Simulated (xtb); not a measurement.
CH3O, doublet, geometry from GFN2-xTB. Base run: GFN0-xTB (xtb).

The xtb input:
```
$ xtb mol.xyz --gfn 0 --uhf 1 --json

# file mol.xyz
5

C      0.68555475     0.02506030    -0.03326015
O     -0.67125356    -0.12186477    -0.00544343
H     -1.09819889     0.73923507    -0.05875489
H      1.12820553     0.97457786     0.20251259
H      1.22669342    -0.88925661     0.09935069
```

Variants of this job, named by their change:

```
change      ΔE vs base (kJ/mol)
----------  -------------------
base                       0.00
acc = 1000                 0.00
acc = 0.1                  0.00
etemp = 10                 0.00
```
